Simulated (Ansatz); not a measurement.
C$_{2}$H$_{4}$BNO$_{2}$ (SMILES CB(O)N=C=O), singlet, at a GFN2-xTB geometry, with bond 3-2 at 1.8 times its length; CASSCF(4,5)/STO-3G (Ansatz, a program for electronic structure).

Input for Ansatz:
Ansatz 0.2 input:
```yaml
crystal:
  periodic: [false, false, false]
  atoms:
    - {symbol: B, position_ang: [0.35107404, 0.23670465, -0.82799442]}
    - {symbol: C, position_ang: [1.84129735, 0.01704535, -1.33189228]}
    - {symbol: H, position_ang: [2.31296505, -1.88234863, -1.29286171]}
    - {symbol: H, position_ang: [2.54753600, 0.52089676, -0.67616252]}
    - {symbol: H, position_ang: [2.00873607, 0.38064454, -2.34325903]}
    - {symbol: N, position_ang: [0.02310659, -0.20365703, 0.48458883]}
    - {symbol: C, position_ang: [-0.67634145, -0.38750509, 1.42667741]}
    - {symbol: O, position_ang: [-1.25513751, -0.61856982, 2.40034157]}
    - {symbol: O, position_ang: [-0.63776374, 0.80576047, -1.53449708]}
    - {symbol: H, position_ang: [-0.42324870, 1.10394140, -2.41798619]}
basis:
  gaussian:
    orbitals: STO-3G
hamiltonian:
  xc: hf
magnetization: {spin_polarized: false}
correlation: {active_space: {window: {electrons: 4, orbitals: 5}}}
```

Q: What does Ansatz print? Leave out banner, timings and long lists.

A: 
```
Functional definition: HF
475 factors; integrals over basis functions are off by at most 8.3e-5 eV
mean field evaluation 1: about -8235.2379 eV, gradient 3.6e1 eV
mean field evaluation 2: about -8235.3736 eV, gradient 3.6e1 eV
mean field evaluation 4: about -8239.2412 eV, gradient 4.1e0 eV
mean field evaluation 8: about -8239.2902 eV, gradient 2.5e-1 eV
mean field -8239.29063739 eV, -302.7883461322 hartree, gradient 2.6e-6 eV, S^2 0.000000; 0 other end points of the search recorded, 0 dependent functions left out
reference -8239.29063739 eV, -302.7883461322 hartree; 22, 22 occupied and 12, 12 virtual orbitals, 475 factors
state -8242.24668821 eV, -302.8969789964 hartree
Total energy: -8242.24668821 eV, -302.8969789964 hartree
```
